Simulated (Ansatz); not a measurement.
C3H8BNO can be A, `C=C(N)B(C)O`, or B, `BCO/C=N/C`.

Isolated molecules relaxed with PBE0-D4/def2-TZVP in Ansatz; ΔE leaves out vibrations. CBS: MP2 limit from def2 TZ/QZ plus the TZ coupled-cluster correction, frozen cores. Functionals use def2-TZVPP. Each species was taken in one conformer, which may not be the lowest.

Which is lower in electronic energy at CCSD(T)/CBS, and by how much? (Estimate.)

The calculation gave: A, by 296.0 kJ/mol.

Give E(B) − E(A) in kJ/mol with CCSD(T)/def2-TZVPP, CCSD/def2-TZVPP, r2SCAN-D4, B2PLYP, PBE-D4, MP2/def2-TZVPP, HF/def2-TZVPP. (An estimate is asked.)

Ansatz gave: CCSD(T)/def2-TZVPP 288.7, CCSD/def2-TZVPP 287.2, r2SCAN-D4 292.8, B2PLYP 285.4, PBE-D4 286.7, MP2/def2-TZVPP 298.8, HF/def2-TZVPP 263.5. None reverses the order clearly.

Largest T1 diagnostic: 0.013.

In def2-TZVPP, CCSD(T) changes the Hartree–Fock value by +25.2 kJ/mol (the triples alone add +1.5 kJ/mol) and MP2 by +35.2 kJ/mol. The D4 term adds +5.1 kJ/mol with B3LYP and +2.7 kJ/mol with PBE0; it sums over pairs of atoms, weighted by their polarisabilities, and B3LYP, whose exchange is more repulsive, gets the larger term.

B3LYP here is the variant with VWN-RPA as its local correlation; programs differ in this.
